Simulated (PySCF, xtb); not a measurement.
ZnClBr, SMILES [Cl][Zn][Br].

GFN2-xTB in xtb 6.7.1 at its own geometry gives an orbital gap of 3.92 eV and a dipole moment of 3.10 D.

Coordinates come from a PBE0-D3(BJ)/def2-TZVP optimisation.

### Question
What does PySCF with M06-2X/def2-TZVPD give? (An estimate is asked for; the answer gives what the named calculation found.)

### Answer
gap 8.94 eV (levels -9.99 and -1.06 eV), dipole 0.30 D.
